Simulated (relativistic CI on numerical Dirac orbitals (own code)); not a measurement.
# Slater's F² for As II from its measured terms

Problem. The ground configuration 4s2 4p2 of As II has the measured levels 3P: 0.0 (J = 0), 1063.5 (J = 1), 2541.3 (J = 2); 1D: 10095.8 (J = 2); 1S: 22598.6 (J = 0) cm⁻¹ (NIST Handbook of Basic Atomic Spectroscopic Data (Sansonetti and Martin, J. Phys. Chem. Ref. Data 34, 1559 (2005))). Test the one-configuration theory of p2 and extract F²(4p,4p).

Working.
1. Centres of gravity, weighted by 2J + 1: 3P 1766.4, 1D 10095.8, 1S 22598.6 cm⁻¹. To first order spin-orbit coupling drops out of them.
2. Slater-Condon theory gives 1D − 3P = 6F²/25 and 1S − 1D = 9F²/25, so the ratio of the upper interval to the lower is 9/6 = 1.500, whatever F².
3. Measured intervals: 8329.5 and 12502.8 cm⁻¹, ratio 1.501.
4. F² from the lower interval is 34706 and from the upper 34730 cm⁻¹.

Check. The radial integral calculated for this configuration (Dirac-KLI orbitals, unscaled) is F² = 44093 cm⁻¹; the two empirical values are 79 % and 79 % of it. The ratio is close to the theoretical one, partly by a balance of effects: correlation narrows both intervals, and second-order spin-orbit coupling (ζ = 1630 cm⁻¹) shifts the centres as well.
